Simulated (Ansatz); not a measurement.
Consider the redistribution: `C[SiH2]Cl` + `[AlH2][SH]` → `C[SiH](S)Cl` + `[AlH3]`.

Computed with Ansatz on PBE0-D4/def2-TZVP structures; ΔE is electronic, products minus reactants. CCSD(T)/CBS adds triple-zeta CCSD(T) − MP2 to the extrapolated MP2 energy (def2 sets, frozen cores). This one scheme is used for every species. DFT in def2-TZVPP. One conformer a species, not always the lowest.

| species | BLYP energy (Eh) |
| --- | --- |
| `C[SiH2]Cl` | -790.86523 |
| `[AlH2][SH]` | -642.46713 |
| `C[SiH](S)Cl` | -1189.10728 |
| `[AlH3]` | -244.19974 |

**Question.** Work out ΔE.

**Answer.** ΔE = (-1189.10728) + (-244.19974) − (-790.86523) − (-642.46713) = 0.02534 Eh = +66.5 kJ/mol. CCSD(T)/CBS gives +61.4 kJ/mol.

Largest T1 diagnostic among the species: 0.011.

Leaving LDA and LC-ωPBE aside and taking each functional with its dispersion term where it has one, the values, not all of them listed here, spread over 12.5 kJ/mol, from B97M-V to B2PLYP. LDA lies −3.0 kJ/mol from PBE without D4. The D4 term adds −7.2 kJ/mol with B3LYP and −4.0 kJ/mol with PBE0; it sums over pairs of atoms, weighted by their polarisabilities, and B3LYP, whose exchange is more repulsive, gets the larger term.

B3LYP here is the variant with VWN-RPA as its local correlation; programs differ in this.
